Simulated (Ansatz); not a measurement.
Species: SF4, charge 0, singlet. SF4 (tetrafluoro-λ4-sulfane, SMILES FS(F)(F)F).
B3LYP-D3(BJ)/def2-TZVP minimum from Ansatz (a first-principles code):
```
S
F 1 1.5655
F 1 1.5655 2 101.07
F 1 1.6678 2 87.81 3 -87.34
F 1 1.6678 2 87.81 4 174.68
```

Hartree-Fock and CCSD(T) correlation energies in hartree (Ansatz). Open shells are spin-unrestricted; no spin-orbit coupling. Correlated methods leave the cores frozen. No relativity.

| basis | X | E(HF) | E(corr, CCSD(T)) |
|---|---|---|---|
| cc-pV(T+d)Z | 3 | -795.36872 | -1.25779 |
| cc-pV(Q+d)Z | 4 | -795.41135 | -1.37216 |
| cc-pV(5+d)Z | 5 | -795.42204 | withheld |

### Question
Fit E(corr) = E∞ + A/X³ to X = 3 and 4, predict X = 5, and compare with the run.

### Answer
A = (-1.25779 - (-1.37216))/(1/27 - 1/64) = 5.3414; E∞ = -1.37216 - A/64 = -1.45562; at X = 5, E∞ + A/125 = -1.41289. The run gave -1.41508, 2.19 mEh below the prediction. The same form on X = 4 and 5 gives E∞ = -1.46011, 4.49 mEh below the first estimate.
